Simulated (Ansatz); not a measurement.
Molecule: sum formula BHCl (charge 0, doublet). It need not be the lowest isomer of its formula. 
Geometry from a B3LYP-D3(BJ)/def2-TZVP (Ansatz, an electronic-structure program) optimisation:
```xyz
3

B     -1.1616     0.4363     0.0257
Cl     0.4653    -0.1115    -0.0041
H     -2.1022    -0.2864    -0.0582
```
Charge 0, spin multiplicity 2.

Atomisation energy built up term by term with Ansatz (kcal/mol; UHF references for open shells; valence terms freeze the core; atomic spin-orbit terms are left out). Basis-set limits of correlation are two-point, X^-3; Hartree-Fock from the larger set.

```json
[
 {"term": "Hartree-Fock", "basis": "aug-cc-pV(Q+d)Z", "kcal/mol": "151.91"},
 {"term": "CCSD correlation", "basis": "CBS(aug-cc-pV(T+d)Z,aug-cc-pV(Q+d)Z)", "kcal/mol": "32.95"},
 {"term": "(T)", "basis": "CBS(aug-cc-pV(T+d)Z,aug-cc-pV(Q+d)Z)", "kcal/mol": "3.59"},
 {"term": "CCSDT - CCSD(T)", "basis": "cc-pV(D+d)Z", "kcal/mol": "0.09"},
 {"term": "(Q)", "basis": "cc-pV(D+d)Z", "kcal/mol": "0.18"},
 {"term": "core correlation", "basis": "cc-pwCVTZ", "kcal/mol": "1.04"},
 {"term": "scalar relativity (X2C)", "basis": "cc-pVTZ-DK against cc-pVTZ", "kcal/mol": "-0.27"},
 {"term": "sum: De", "basis": "", "kcal/mol": "189.5"}
]
```

(T) makes 1.9 % of the CCSD(T) atomisation energy; under 5 % is typical of single-reference molecules.
